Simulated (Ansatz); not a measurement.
CH₇OSi₂ (`CO[SiH][SiH3]`) radical. Charge 0, multiplicity 2.

```xyz
11

C     1.1482    0.6656   -1.8382
O     0.5130   -0.1426   -0.8743
Si    0.4128    0.2280    0.7295
Si   -1.2882   -1.0571    1.6828
H     0.9455    1.7295   -1.6695
H     2.2315    0.5082   -1.8259
H     0.7667    0.3885   -2.8225
H     0.2025    1.7080    0.8692
H    -0.9385   -2.4979    1.5776
H    -2.6201   -0.8433    1.0498
H    -1.3735   -0.6867    3.1216
```

List the harmonic frequencies (cm⁻¹, unscaled) at PBE0-D4/def2-TZVP in Ansatz. (An estimate is asked.)

Ansatz gave: 72, 82, 100, 122, 243, 402, 412, 520, 617, 763, 783, 872, 928, 939, 1145, 1178, 1208, 1477, 1490, 1497, 2131, 2201, 2221, 2231, 3019, 3085, 3122.

Is this a minimum?

Yes, all 27 modes are real.

Give the ideal-gas thermochemistry at 298.15 K and 1 bar (rigid rotor, harmonic oscillator; point group C1, symmetry number 1).

Zero-point energy 196.5 kJ/mol; H(298) − E = 219.2 kJ/mol; entropy 365.7 J/(mol·K), of which translation 165.1, rotation 110.3, vibration 84.5, electronic 5.8; G(298) − E = 110.2 kJ/mol. Modes under 100 cm⁻¹ are hindered rotations or soft bends, so the harmonic entropy is rough.

Rotational constants (cm⁻¹)?

0.4766, 0.06189, 0.05723.
